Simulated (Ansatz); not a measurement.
Consider the ligand exchange at a Ge–O bond: `F[SiH2][O][GeH2][Cl]` + `N[Si](F)(F)Cl` → `F[Si](F)(Cl)[NH][GeH2][Cl]` + `O[SiH2]F`.

Computed with Ansatz on PBE0-D4/def2-TZVP structures; ΔE is electronic, products minus reactants. CCSD(T)/CBS adds triple-zeta CCSD(T) − MP2 to the extrapolated MP2 energy (def2 sets, frozen cores). This one scheme is used for every species. Functionals use def2-TZVPP. B3LYP here is the variant with VWN-RPA as its local correlation; programs differ in this. For Ge outer-core shells are correlated without core-valence functions, which leaves a few kJ/mol of doubt a bond. Scalar relativity is left out up to krypton. One conformer a species, not always the lowest.

CCSD(T)/CBS gives +0.25 eV.

Problem. Another level gave +0.24 eV. Which?
A. B3LYP/def2-TZVPP
B. MP2/def2-TZVPP
C. ωB97X-V/def2-TZVPP
D. HF/def2-TZVPP

Solution. B. MP2/def2-TZVPP 0.24, ωB97X-V 0.29, HF/def2-TZVPP 0.42, B3LYP 0.35 eV.

Largest T1 diagnostic among the species: 0.011.

The D4 term adds −0.06 eV with B3LYP and −0.04 eV with PBE0; it sums over pairs of atoms, weighted by their polarisabilities, and B3LYP, whose exchange is more repulsive, gets the larger term. In def2-TZVPP, CCSD(T) changes the Hartree–Fock value by −0.17 eV (the triples alone add −0.02 eV) and MP2 by −0.19 eV.
